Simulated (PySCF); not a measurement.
**Question.** What does the PBE0-D3(BJ)/def2-SVP structure of `COB1OCCCO1` look like in three dimensions?

**Answer.** 
Z-matrix in Å and degrees, rows numbered from 1:
```
C 
O   1  1.4006
B   2  1.3549  1  122.44
O   3  1.3649  2  116.93  1  -178.35
C   4  1.4063  3  120.35  2   179.39
C   5  1.5174  4  111.66  3   -26.02
C   6  1.5162  5  109.56  4    51.89
O   3  1.3704  2  120.21  1     1.18
H   1  1.1016  2  109.49  3  -124.54
H   1  1.1024  2  109.71  3   117.27
H   1  1.1009  2  112.17  3    -3.65
H   5  1.1018  4  107.98  3  -148.19
H   5  1.1063  4  109.33  3    95.86
H   6  1.1014  5  110.31  4   173.59
H   6  1.1034  5  109.72  4   -68.33
H   7  1.1014  6  111.22  5  -173.81
H   7  1.1063  6  110.05  5    67.74
```

The 6-membered ring B3–O4–C5–C6–C7–O8 has internal angles of 109.6° to 122.9° (sum 695°, against 720° for a flat polygon); it is puckered, 0.19 Å rms from its mean plane, widest ring torsion 53°. B3 (three-coordinate boron) is planar (angles 122.9°, 120.2° and 116.9°, sum 360.0°, 0.00 Å off the plane of its three neighbours). O4 (boron-bound oxygen) is bent (angle 120.4°). Of the pairs four or more bonds apart, O8···H11 is among the closest relative to their van der Waals radii: 2.34 Å, 86 % of the sum of Bondi's values.

Method: PBE0-D3(BJ)/def2-SVP geometry optimisation, gas phase (PySCF 2.14.0).

Point group: C1 (no symmetry element, even within 0.4 Å). No PBE0-D3(BJ)/def2-SVP frequencies stand behind this structure, so it isn't proved a minimum. One conformer, not necessarily the lowest (C1–O2–B3–O4 -178°, O2–B3–O4–C5 179°, B3–O4–C5–C6 -26°, O4–C5–C6–C7 52°, C5–C6–C7–O8 -53°).
